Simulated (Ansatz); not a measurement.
The cluster Ta₂Si₂. The state is a singlet with charge 0. Geometry PBE0-D4/def2-SVP.

```
atom   x (Å)   y (Å)   z (Å)
 Ta1   0.099   0.362   1.233
 Ta2  -1.831   0.781   0.154
 Si3  -0.115  -0.345  -1.184
 Si4   1.848  -0.798  -0.204
```

In the def2 sets Ta takes a core potential; there is no spin–orbit coupling. B3LYP takes the VWN-RPA correlation. The restricted singlet is unstable towards broken spin symmetry at other levels; at PBE-D4/def2-SVP, PBE-D4/def2-TZVPD, revPBE-D4/def2-TZVP, B3LYP-D4/def2-TZVP this wasn't settled. The geometry of the singlet was relaxed on an unsound state (restricted singlet, unstable towards broken spin symmetry at other levels and untested here). The structure comes from a short search, and lower isomers may exist.

Q: Estimate the orbital energies around the gap (eV) in Ansatz with PBE-D4/def2-SVP, PBE-D4/def2-TZVP, PBE-D4/def2-TZVPD, revPBE-D4/def2-TZVP, B3LYP-D4/def2-TZVP.

A: 
```
orbital  PBE-D4/def2-SVP  PBE-D4/def2-TZVP  PBE-D4/def2-TZVPD  revPBE-D4/def2-TZVP  B3LYP-D4/def2-TZVP
HOMO−13           -37.03            -36.99             -37.01               -36.98              -39.29
HOMO−12           -36.91            -36.89             -36.91               -36.88              -39.19
HOMO−11           -36.55            -36.51             -36.53               -36.51              -38.77
HOMO−10           -36.46            -36.45             -36.46               -36.44              -38.69
 HOMO−9           -34.97            -34.96             -34.98               -34.95              -37.21
 HOMO−8           -12.58            -12.44             -12.46               -12.36              -13.70
 HOMO−7            -9.18             -9.10              -9.12                -9.02              -10.07
 HOMO−6            -6.40             -6.31              -6.33                -6.24               -6.88
 HOMO−5            -5.76             -5.68              -5.70                -5.62               -6.27
 HOMO−4            -5.75             -5.66              -5.68                -5.60               -6.20
 HOMO−3            -5.27             -5.20              -5.22                -5.14               -5.82
 HOMO−2            -4.88             -4.81              -4.83                -4.75               -5.40
 HOMO−1            -4.50             -4.44              -4.46                -4.39               -5.09
   HOMO            -4.19             -4.13              -4.15                -4.06               -4.64
   LUMO            -3.47             -3.45              -3.47                -3.36               -2.97
 LUMO+1            -3.42             -3.37              -3.39                -3.29               -2.68
 LUMO+2            -2.82             -2.83              -2.86                -2.75               -2.42
 LUMO+3            -2.46             -2.42              -2.47                -2.34               -1.79
 LUMO+4            -2.03             -2.01              -2.04                -1.93               -1.37
 LUMO+5            -1.80             -1.78              -1.84                -1.69               -1.15
```
